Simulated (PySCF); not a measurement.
PySCF job for Si(NHSiH3)(Me)(Cl)2 (CH7Cl2NSi2), SMILES Cl[Si](C)(Cl)N[SiH3], PBE0-D3(BJ)/def2-SVP. Geometry optimised at PBE0-D3(BJ)/def2-SVP. One conformer was computed; it need not be the lowest.

```python
import numpy as np
from pyscf import gto, scf, dft, df
from pyscf.hessian import thermo

mol = gto.M(
    atom='''
    C     1.79216476   -0.79622077   -0.75011002
    Si    0.42243005    0.03619573    0.17469646
    Cl    0.30523477    1.99812478   -0.48880521
    Cl    0.85138072    0.10399962    2.19554253
    N    -1.09204323   -0.76343542    0.03547613
    Si   -1.91742251   -1.29421914   -1.41077204
    H     1.91771674   -1.82859018   -0.39111782
    H     2.73450468   -0.24899134   -0.60244415
    H     1.57290236   -0.81901402   -1.82829233
    H    -1.64561046   -0.74593960    0.88944735
    H    -0.92629212   -1.22695111   -2.52339890
    H    -2.40184357   -2.69893073   -1.25585098
    H    -3.09263261   -0.43399776   -1.74549220
    ''',
    basis='def2-SVP',
    charge=0,
    spin=0,
    max_memory=1600,
    verbose=3,
)
mf = dft.RKS(mol, xc='pbe0').density_fit(auxbasis='def2-universal-jkfit')
mf.disp = 'd3bj'
mf.grids.level = 3
mf.conv_tol = 1e-11
mf.max_cycle = 100
mf.kernel()

# [left out here: the lines that compute and print the analytic Hessian (its translational invariance restored by hand, since the grid's response is missing), thermochemistry and intensities]
```

Log of the run:

```
[...]
      11   H                -0.04 -0.07 -0.38   -0.34  0.03 -0.44    0.02  0.03  0.26
      12   H                 0.02 -0.03 -0.30    0.21  0.39  0.48   -0.08 -0.07  0.09
Mode                                15                  16                  17
Irrep
Freq [cm^-1]                      792.9310            812.0780            820.8550
Reduced mass [au]                   1.8872              1.4371              2.0528
Force const [Dyne/A]                0.6991              0.5584              0.8149
Char temp [K]                    1140.8512           1168.3994           1181.0275
Normal mode                   x     y     z       x     y     z       x     y     z
       0   C                 0.10 -0.05  0.05   -0.06 -0.11 -0.02    0.02  0.03 -0.09
       1  Si                -0.07  0.03 -0.01    0.01  0.05  0.02   -0.04 -0.02  0.06
       2  Cl                 0.00 -0.00  0.00   -0.00 -0.00  0.00    0.00  0.00 -0.01
       3  Cl                 0.01 -0.00  0.00   -0.00 -0.00 -0.00   -0.00  0.00 -0.01
       4   N                 0.01 -0.02 -0.08    0.04 -0.00 -0.03    0.03 -0.00 -0.12
       5  Si                 0.01  0.01  0.04   -0.01 -0.00  0.01   -0.01  0.01  0.05
       6   H                 0.18 -0.17 -0.32    0.46 -0.09 -0.16   -0.17  0.10  0.21
       7   H                 0.17 -0.08 -0.30   -0.35  0.35  0.25    0.08 -0.13  0.08
       8   H                -0.32  0.19  0.12    0.24  0.10 -0.08    0.29 -0.27 -0.13
       9   H                 0.01  0.05 -0.08    0.03 -0.02 -0.03    0.02  0.01 -0.13
      10   H                 0.12  0.08  0.14    0.07  0.07  0.09    0.23  0.12  0.26
      11   H                 0.04 -0.00  0.00   -0.01 -0.02 -0.10    0.03 -0.02 -0.10
      12   H                 0.03  0.01 -0.04    0.01 -0.02 -0.13    0.04  0.01 -0.08
Mode                                18                  19                  20
Irrep
Freq [cm^-1]                      928.3903            943.1931            959.0029
Reduced mass [au]                   1.0496              1.7329              1.1549
Force const [Dyne/A]                0.5330              0.9083              0.6258
Char temp [K]                    1335.7469           1357.0449           1379.7916
Normal mode                   x     y     z       x     y     z       x     y     z
       0   C                 0.00 -0.00 -0.00    0.00 -0.01 -0.00    0.01 -0.00 -0.01
       1  Si                -0.00  0.00  0.00   -0.04 -0.01  0.01   -0.03 -0.01  0.01
       2  Cl                 0.00 -0.00  0.00   -0.00 -0.00  0.00    0.00  0.00 -0.00
       3  Cl                 0.00 -0.00  0.00   -0.00 -0.00 -0.00    0.00 -0.00 -0.00
       4   N                 0.00 -0.00 -0.00    0.10  0.05  0.06    0.06  0.03  0.03
       5  Si                -0.01  0.04  0.00   -0.03 -0.02 -0.07   -0.03 -0.01  0.01
       6   H                 0.01 -0.01 -0.01    0.03 -0.01 -0.02    0.00 -0.00 -0.01
       7   H                -0.01  0.01  0.00    0.01 -0.01 -0.02    0.02 -0.02 -0.01
       8   H                 0.00  0.00 -0.00    0.02 -0.01 -0.01    0.02 -0.02 -0.01
       9   H                 0.02 -0.03  0.01    0.31  0.16  0.19    0.17  0.11  0.10
      10   H                 0.14 -0.75  0.09    0.32  0.07  0.27   -0.30 -0.02 -0.26
      11   H                 0.32 -0.14 -0.38    0.04  0.00  0.28    0.46 -0.18 -0.12
      12   H                -0.15 -0.08  0.26   -0.04  0.11  0.34    0.36  0.37 -0.34
Mode                                21                  22                  23
Irrep
Freq [cm^-1]                     1000.5084           1194.4242           1271.2432
Reduced mass [au]                   1.2695              1.5608              1.2858
Force const [Dyne/A]                0.7487              1.3119              1.2242
Char temp [K]                    1439.5089           1718.5104           1829.0359
Normal mode                   x     y     z       x     y     z       x     y     z
       0   C                -0.01 -0.00  0.00   -0.01 -0.00 -0.01    0.10 -0.06 -0.07
       1  Si                 0.05  0.02 -0.01    0.02  0.01  0.02   -0.01  0.01  0.01
       2  Cl                -0.00 -0.00  0.00    0.00 -0.00 -0.00    0.00 -0.00  0.00
       3  Cl                -0.00 -0.00 -0.00    0.00  0.00 -0.00    0.00 -0.00 -0.00
       4   N                -0.08 -0.04 -0.03   -0.12 -0.07 -0.07    0.00  0.00 -0.00
       5  Si                -0.02 -0.01 -0.00    0.02  0.01  0.00    0.00 -0.00 -0.00
       6   H                -0.00  0.01  0.01    0.03  0.01  0.01   -0.37  0.03  0.34
       7   H                -0.03  0.04  0.03   -0.02  0.00  0.02   -0.21  0.35  0.30
       8   H                -0.02  0.03  0.01    0.03 -0.00 -0.01   -0.44  0.23  0.04
       9   H                -0.27 -0.16 -0.15    0.58  0.34  0.38    0.03  0.01  0.01
      10   H                 0.19  0.06  0.18   -0.06 -0.03 -0.07    0.00 -0.00 -0.00
      11   H                 0.41 -0.11  0.34    0.02  0.02  0.10   -0.00  0.00  0.00
      12   H                 0.22  0.41  0.24    0.01  0.03  0.08   -0.00 -0.00  0.00
Mode                                24                  25                  26
Irrep
Freq [cm^-1]                     1420.5964           1422.0252           2227.9788
Reduced mass [au]                   1.0482              1.0467              1.0501
Force const [Dyne/A]                1.2463              1.2471              3.0712
Char temp [K]                    2043.9219           2045.9776           3205.5654
Normal mode                   x     y     z       x     y     z       x     y     z
       0   C                 0.04  0.02  0.04    0.01  0.05 -0.03    0.00  0.00 -0.00
       1  Si                 0.00  0.00  0.00    0.00  0.00 -0.00   -0.00 -0.00  0.00
       2  Cl                -0.00 -0.00 -0.00   -0.00  0.00  0.00   -0.00  0.00 -0.00
       3  Cl                -0.00 -0.00  0.00   -0.00 -0.00 -0.00    0.00  0.00  0.00
       4   N                -0.00 -0.00 -0.00    0.00 -0.00  0.00    0.00  0.00  0.00
       5  Si                 0.00 -0.00  0.00    0.00 -0.00 -0.00    0.02 -0.03  0.01
       6   H                -0.47 -0.23 -0.48    0.24 -0.02 -0.27   -0.00 -0.00  0.00
       7   H                -0.19  0.43 -0.12    0.05 -0.20  0.60    0.00  0.00 -0.00
       8   H                 0.13 -0.44  0.02   -0.44 -0.48  0.08   -0.00 -0.00 -0.00
       9   H                 0.01  0.01  0.01    0.00 -0.00  0.00    0.00 -0.00  0.00
      10   H                -0.00  0.00 -0.00    0.00  0.00 -0.00    0.01 -0.01  0.00
      11   H                -0.00 -0.00  0.00   -0.00  0.00  0.01    0.17  0.47 -0.06
      12   H                 0.00  0.00  0.00   -0.00  0.00  0.01   -0.66  0.48 -0.18
Mode                                27                  28                  29
Irrep
Freq [cm^-1]                     2234.5660           2252.0959           3066.9496
Reduced mass [au]                   1.0279              1.0430              1.0355
Force const [Dyne/A]                3.0241              3.1168              5.7385
Char temp [K]                    3215.0429           3240.2645           4412.6576
Normal mode                   x     y     z       x     y     z       x     y     z
       0   C                 0.00  0.00 -0.00   -0.00 -0.00 -0.00    0.03 -0.02 -0.03
       1  Si                -0.00 -0.00 -0.00   -0.00 -0.00  0.00   -0.00  0.00  0.00
       2  Cl                 0.00  0.00 -0.00    0.00  0.00 -0.00    0.00 -0.00  0.00
       3  Cl                 0.00  0.00  0.00    0.00  0.00 -0.00    0.00  0.00 -0.00
       4   N                 0.00  0.00  0.00    0.00  0.00  0.00    0.00  0.00 -0.00
       5  Si                 0.02  0.02  0.00   -0.02 -0.00  0.02    0.00 -0.00 -0.00
       6   H                -0.00  0.00  0.00   -0.00  0.00  0.00   -0.06  0.54 -0.20
       7   H                 0.00 -0.00 -0.00    0.00 -0.00 -0.00   -0.46 -0.27 -0.08
       8   H                -0.00  0.00  0.00    0.00  0.00  0.00    0.12  0.01  0.57
       9   H                 0.00  0.00  0.00    0.00  0.00  0.00    0.00 -0.00  0.00
      10   H                 0.08  0.01 -0.08    0.65  0.04 -0.72   -0.00 -0.00  0.00
      11   H                -0.26 -0.79  0.09    0.02  0.08 -0.00   -0.00 -0.00  0.00
      12   H                -0.39  0.30 -0.12    0.03 -0.04  0.02   -0.00  0.00  0.00
Mode                                30                  31                  32
Irrep
Freq [cm^-1]                     3177.3159           3183.6865           3610.4646
Reduced mass [au]                   1.1029              1.1037              1.0747
Force const [Dyne/A]                6.5602              6.5913              8.2537
Char temp [K]                    4571.4502           4580.6161           5194.6547
Normal mode                   x     y     z       x     y     z       x     y     z
       0   C                -0.04  0.03 -0.08   -0.05 -0.07 -0.00    0.00 -0.00 -0.00
       1  Si                -0.00  0.00 -0.00   -0.00 -0.00 -0.00    0.00  0.00  0.00
       2  Cl                 0.00 -0.00  0.00    0.00  0.00 -0.00    0.00  0.00  0.00
       3  Cl                 0.00  0.00  0.00    0.00  0.00  0.00    0.00  0.00  0.00
       4   N                 0.00 -0.00  0.00    0.00  0.00 -0.00   -0.04  0.00  0.06
       5  Si                 0.00 -0.00 -0.00    0.00 -0.00 -0.00   -0.00 -0.00 -0.00
       6   H                 0.05 -0.48  0.16   -0.07  0.53 -0.19   -0.00  0.00 -0.00
       7   H                 0.23  0.14  0.02    0.64  0.37  0.10    0.00  0.00 -0.00
       8   H                 0.15  0.02  0.74    0.02 -0.01  0.12   -0.00  0.00  0.00
       9   H                 0.00  0.00  0.00   -0.00  0.00  0.00    0.52 -0.01 -0.81
      10   H                -0.00 -0.00  0.00   -0.00  0.00  0.00    0.00 -0.00 -0.00
      11   H                -0.00 -0.00  0.00   -0.00 -0.00  0.00   -0.00 -0.00 -0.00
      12   H                -0.00  0.00  0.00   -0.00  0.00 -0.00   -0.00 -0.00 -0.00
temperature 298.1500 [K]
pressure 101325.00 [Pa]
Rotational constants [GHz] 1.75847 0.99631 0.83189
Symmetry number 1
Zero-point energy (ZPE) 0.08273 [Eh]   217200.371 [J/mol]
                           tot       elec      trans        rot        vib
Entropy [J/mol/K]       424.910      0.000    172.053    124.596    128.261
Cv [J/mol/K]            139.608      0.000     12.472     12.472    114.664
Cp [J/mol/K]            147.922      0.000     20.786     12.472    114.664
Internal energy [J/mol]                      3718.434   3718.434 236137.300
Internal energy [Eh]   -1595.34410  -1595.43688
Enthalpy [J/mol]                             6197.391   3718.434 236137.300
Enthalpy [Eh]          -1595.34316
Gibbs free energy [J/mol]                  -45100.222 -33429.915 197896.419
Gibbs free energy [Eh] -1595.39141
mode   freq/cm-1   IR/(km/mol)
   1       23.14         0.978
   2       64.60         0.175
   3      114.24         1.493
   4      158.91         0.802
   5      166.01         1.394
   6      182.88         0.555
   7      220.00        10.095
   8      266.93         5.283
   9      273.60         1.285
  10      391.57        46.634
  11      479.55        47.671
  12      574.46       123.430
  13      632.86        26.944
  14      714.88        60.753
  15      731.15        37.729
  16      792.93        60.453
  17      812.08        73.382
  18      820.85       147.653
  19      928.39        68.840
  20      943.19       414.284
  21      959.00       109.449
  22     1000.51        34.792
  23     1194.42       266.335
  24     1271.24        39.014
  25     1420.60         3.487
  26     1422.03         6.080
  27     2227.98       129.835
  28     2234.57       115.696
  29     2252.10        87.741
  30     3066.95         0.196
  31     3177.32         0.212
  32     3183.69         0.078
  33     3610.46        59.105
max |gradient| / (hartree/bohr): 4.0374331244739025e-05
APT charges: [-0.4512  1.9989 -0.5892 -0.5783 -1.2301  1.315   0.0403  0.0537  0.05
  0.1996 -0.2471 -0.2791 -0.2826]
```

The calculation finished and met its thresholds.

Cost: very roughly 6 core-minutes.
